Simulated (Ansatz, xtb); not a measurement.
## C6H7BSe: which of two isomers lies lower

Structure X is `Bc1[se]ccc1C=C`, a singlet and structure Y is `Bc1c[se]c(C=C)c1`, a singlet. Both are isolated molecules in the gas phase, relaxed with B3LYP-D3(BJ)/def2-SVP; each stands in its lowest conformer found.

Estimate which is lower in electronic energy at CCSD(T)/def2-SVP + ΔMP2/def2-TZVPP, and by roughly how much.

The CCSD(T)/def2-SVP + ΔMP2/def2-TZVPP calculation puts structure X lower, by 0.108 eV.

Level by level:

```
                             level               geometry  E(Y) − E(X) (eV)  departure from the last row (eV)  job, with rough time for the two
                          GFN2-xTB               GFN2-xTB              −0.011                            −0.119              optimisation, 0.33 s
                         HF/STO-3G               GFN2-xTB              −0.020                            −0.127               single point, 1.1 s
                r2SCAN-D4/def2-SVP               GFN2-xTB              +0.144                            +0.037                single point, 11 s
             B3LYP-D3(BJ)/def2-SVP  B3LYP-D3(BJ)/def2-SVP              +0.124                            +0.016             optimisation, 1.9 min
                       HF/def2-SVP  B3LYP-D3(BJ)/def2-SVP              +0.046                            −0.061           part of the CCSD(T) run
                      MP2/def2-SVP  B3LYP-D3(BJ)/def2-SVP              +0.118                            +0.010           part of the CCSD(T) run
                  CCSD(T)/def2-SVP  B3LYP-D3(BJ)/def2-SVP              +0.104                            −0.004                      single point
CCSD(T)/def2-SVP + ΔMP2/def2-TZVPP  B3LYP-D3(BJ)/def2-SVP              +0.108                                               single point, 6.6 min
```

As drawn, both hold the same kinds of bond in the same numbers.

GFN2-xTB, HF/STO-3G find them nearly level. The largest departure from CCSD(T)/def2-SVP + ΔMP2/def2-TZVPP is that of HF/STO-3G, 0.127 eV. The last row adds to CCSD(T) the change of the MP2 difference between the two basis sets, here +0.004 eV.

With thermal terms from frequencies at re-optimised GFN2-xTB minima (ideal gas, soft modes damped towards free rotors, one conformer each, 298.15 K, 1 atm): on the last row, ΔE + ΔZPE = +0.098, ΔH = +0.097, ΔG = +0.101 eV.

The correlated steps freeze 16 core orbitals; the filled d shell of Se is correlated, in a basis made for valence electrons. Programs: Ansatz 0.2.0, xtb 6.7.1; the last row on 2 threads of Arm Neoverse V2 on a shared host.
